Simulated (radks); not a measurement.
Values are calculated unless marked as measured or tabulated.
Problem. These are the eigenvalues of the occupied orbitals of an atom or ion with whole-number occupations (eV). Code: a radial shooting solver on a logarithmic mesh with Libxc functionals. Model: Dirac Kohn-Sham, PBE, spin-unpolarised, spherical densities, finite nucleus; Fermi nuclear charge, rms radius of each element as measured or else 0.836 A^(1/3) + 0.57 fm.

1s1/2: -78293.29
2s1/2: -13761.56
2p1/2: -13194.28
2p3/2: -11465.42
3s1/2: -3248.276
3p1/2: -2992.751
3p3/2: -2612.715
3d3/2: -2185.844
3d5/2: -2103.926
4s1/2: -714.4178
4p1/2: -605.8375
4p3/2: -515.3356
4d3/2: -337.1756
4d5/2: -320.3433
5s1/2: -122.4219
4f5/2: -92.8056
4f7/2: -89.3510
5p1/2: -87.7441
5p3/2: -72.7335
5d3/2: -26.7832
5d5/2: -25.2786

Which element is it, and in what charge state? The configuration may be excited. Open shells, if any, are shared by 2j + 1.

Solution. Z = 78, platinum, charge +2: Pt2+ in [Xe] 4f14 5d8. The list shows which subshells hold electrons but not how many an open one holds; the 1s level, -2877.2 hartree, gives Z - s = 75.9 by -(Z - s)^2/2, which with screening and relativity narrows Z to a few neighbours, and the depths of the outer levels then fix element, charge and occupations together.
